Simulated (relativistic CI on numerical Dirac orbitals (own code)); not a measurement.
Computed by Dirac-Coulomb-Breit CI, KLI orbitals optimised for each configuration, a model potential for QED, unscaled Slater integrals (own radial code, finite nucleus).

The strongest absorption lines from the ground level of an ion, among the configurations computed and to levels below about 321 eV (vacuum wavelength in nm, gf): 3.9284 (0.54), 3.9294 (0.47), 6.9942 (0.88), 7.2459 (0.55), 7.4785 (0.84), 7.5736 (0.91), 7.6854 (1.8), 8.0128 (0.41).

Q: Which ion is it?
A. Mo XVIII
B. Pd XXII
C. Mo XVI
D. Mo XX

A: A. Mo XVIII has 25 electrons and the ground level 3s2 3p6 3d7 4F_9/2; the strongest line goes to 3s2 3p5 3d8 4F°_9/2. The pattern of lines fixes the number of electrons, and along that sequence the line energies rise steadily with the charge (about as its square where n changes within one kind of shell, about linearly where n is kept but much faster in heavy ions where fine structure, which grows about as Z⁴, sets the gap, and irregularly where shells cross), which fixes Z. Configurations outside the model, such as inner-shell arrays, can give stronger lines. At this charge energies of transitions that change n are usually good to better than 1 %, and those within a shell (Δn = 0) to a few per cent. Terms inside the open d or f shell come out 10 to 20 % too wide with unscaled integrals.

LS names give the leading component of a level, which can be under half, so a name can repeat, a term be missing and a line seem to break the LS rules.
